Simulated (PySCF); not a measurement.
## Se(2+): ionisation energy

Se(2+) [Ar] 3d10 4s2 4p2 (3P) → Se(3+) [Ar] 3d10 4s2 4p1 (2P), as a difference of total energies. All numbers are calculated (PySCF 2.14, a scalar-relativistic core potential, in cc-pVDZ-PP with ECP10MDF). Correlated levels: valence: 3s2 3p6 3d10 frozen. The calculations carry no spin-orbit coupling.

```tsv
method	ionisation energy (eV)	difference from reference (eV)
UHF	30.962	-0.735
BP86	31.564	-0.133
PBE	31.466	-0.231
MP2 (valence)	31.222	-0.475
SCS-MP2 (valence)	31.161	-0.536
CCSD (valence)	31.253	-0.444
CCSD(T) (valence)	31.258	-0.439
```

Reference: 31.697 ± 0.019 eV (measured; NIST Atomic Spectra Database, ionization energies).

The reference lies between the lowest fine-structure levels, while these numbers refer to the centres of the terms.

Errors of the correlated levels include the incompleteness of this basis and the frozen core.
